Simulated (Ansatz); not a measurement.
Computed with Ansatz on PBE0-D4/def2-TZVP structures; ΔE is electronic, products minus reactants. CCSD(T)/CBS adds triple-zeta CCSD(T) − MP2 to the extrapolated MP2 energy (def2 sets, frozen cores). This one scheme is used for every species. DFT in def2-TZVPP. B3LYP here is the variant with VWN-RPA as its local correlation; programs differ in this. One conformer a species, not always the lowest.

Consider the silylene formation by 1,1-elimination: `CO[SiH](O)[SiH3]` → `CO[Si]O` + SiH₄.

```
        level  ΔE (kJ/mol)
       PBE-D4        121.9
        B3LYP         98.5
HF/def2-TZVPP        109.8
HF/def2-QZVPP        109.2
```

Question: What does CCSD(T)/CBS give? (Best estimate.)

Answer: Computed: +120.7 kJ/mol. The listed levels differ from it by 1.2, -22.2, -10.9, -11.5 kJ/mol.

Largest T1 diagnostic among the species: 0.014.

From BLYP to BHLYP (50 % exact exchange), in def2-TZVPP and without D4, ΔE moves by +32.3 kJ/mol. Leaving LDA and LC-ωPBE aside and taking each functional with its dispersion term where it has one, the values, not all of them listed here, spread over 40.2 kJ/mol, from BLYP-D4 to r2SCAN0-D4. LDA lies +25.7 kJ/mol from PBE without D4. At CCSD(T), def2-SVP lies −20.6 kJ/mol from the extrapolated value and def2-TZVPP −6.0 kJ/mol.
